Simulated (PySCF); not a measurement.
Gas-phase reaction: 2 GaF3 + 4 O ⇌ Ga2O + 3 F2O

Method: PySCF energies plus ideal-gas RRHO corrections (1 bar). † marks an energy on the PBE0/def2-TZVP geometry and frequencies; other levels use their own. MP2 and CCSD(T) freeze the core. 6-31G* has spherical d functions here. Open shells (unrestricted): O (multiplicity 3, electronic degeneracy 9); the rest are closed-shell singlets. Spin-orbit splitting is ignored; it lowers the true energy and changes the entropy of O. Ga: all electrons, no relativistic terms. MP2 isn't extrapolated to the basis-set limit; its ΔH°(298 K) is 995.8 kJ in def2-SVP and 873.9 kJ in def2-TZVPP. CCSD(T) isn't extrapolated to the basis-set limit; its ΔH°(298 K) is 950.1 kJ in def2-SVP and 857.5 kJ in def2-TZVPP. The harmonic model lacks anharmonicity and excited electronic states, which grow with temperature; levels with a mode under 35 cm⁻¹ are left out. Soft modes under 120 cm⁻¹ make the harmonic entropy rough for Ga2O.

```json
[
 {"level": "CCSD(T)/def2-TZVPP†", "ΔE electronic, kJ": "847", "ΔH°(298 K), kJ": "858", "ΔS°(298 K), J/K": "-207", "ΔG°(2000 K), kJ": "1326"},
 {"level": "HF/6-31G*", "ΔE electronic, kJ": "1845", "ΔH°(298 K), kJ": "1861", "ΔS°(298 K), J/K": "-202", "ΔG°(2000 K), kJ": "2326"},
 {"level": "MP2/def2-TZVPP†", "ΔE electronic, kJ": "863", "ΔH°(298 K), kJ": "874", "ΔS°(298 K), J/K": "-207", "ΔG°(2000 K), kJ": "1342"},
 {"level": "PBE/def2-SVP", "ΔE electronic, kJ": "374", "ΔH°(298 K), kJ": "380", "ΔS°(298 K), J/K": "-202", "ΔG°(2000 K), kJ": "830"},
 {"level": "PBE0/def2-SVP†", "ΔE electronic, kJ": "708", "ΔH°(298 K), kJ": "719", "ΔS°(298 K), J/K": "-207", "ΔG°(2000 K), kJ": "1187"},
 {"level": "PBE0/def2-TZVP", "ΔE electronic, kJ": "706", "ΔH°(298 K), kJ": "716", "ΔS°(298 K), J/K": "-207", "ΔG°(2000 K), kJ": "1184"},
 {"level": "r2SCAN/def2-TZVP†", "ΔE electronic, kJ": "675", "ΔH°(298 K), kJ": "686", "ΔS°(298 K), J/K": "-207", "ΔG°(2000 K), kJ": "1154"},
 {"level": "LDA/def2-TZVP†", "ΔE electronic, kJ": "119", "ΔH°(298 K), kJ": "130", "ΔS°(298 K), J/K": "-207", "ΔG°(2000 K), kJ": "598"},
 {"level": "ωB97M-V/def2-TZVP†", "ΔE electronic, kJ": "690", "ΔH°(298 K), kJ": "701", "ΔS°(298 K), J/K": "-207", "ΔG°(2000 K), kJ": "1169"},
 {"level": "ωB97X-V/def2-TZVP†", "ΔE electronic, kJ": "714", "ΔH°(298 K), kJ": "725", "ΔS°(298 K), J/K": "-207", "ΔG°(2000 K), kJ": "1193"}
]
```
ΔH° is lowest at LDA/def2-TZVP† and highest at HF/6-31G*. No reference value is set beside these.
